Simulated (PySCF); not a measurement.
## Radial density of C⁺ (carbon, charge +1)

UHF, [He] 2s2 2p1, 2P determinant. Calculation: PySCF 2.14, in x2c-SVPall (3s2p1d, 14 functions); scalar relativity by spin-free X2C-1e.

| r (bohr) | 4πr²ρ (e/bohr) | 4πr²(ρα − ρβ) |
| --- | --- | --- |
| 0.00456 | 0.03059 | 0.0001 |
| 0.00767 | 0.08528 | 0.0001 |
| 0.0129 | 0.2320 | 0.0004 |
| 0.0217 | 0.5960 | 0.0010 |
| 0.0365 | 1.394 | 0.0023 |
| 0.0614 | 2.939 | 0.0047 |
| 0.103 | 5.047 | 0.0090 |
| 0.174 | 6.305 | 0.0218 |
| 0.292 | 4.590 | 0.0823 |
| 0.492 | 1.785 | 0.2670 |
| 0.827 | 1.630 | 0.5900 |
| 1.39 | 1.922 | 0.5860 |
| 2.34 | 0.5841 | 0.1714 |
| 3.93 | 0.03281 | 0.0135 |
| 6.62 | 4.530e-05 | 0.0000 |

Densities and radii are taken from the X2C orbitals without a picture-change correction, which distorts them close to the nucleus.
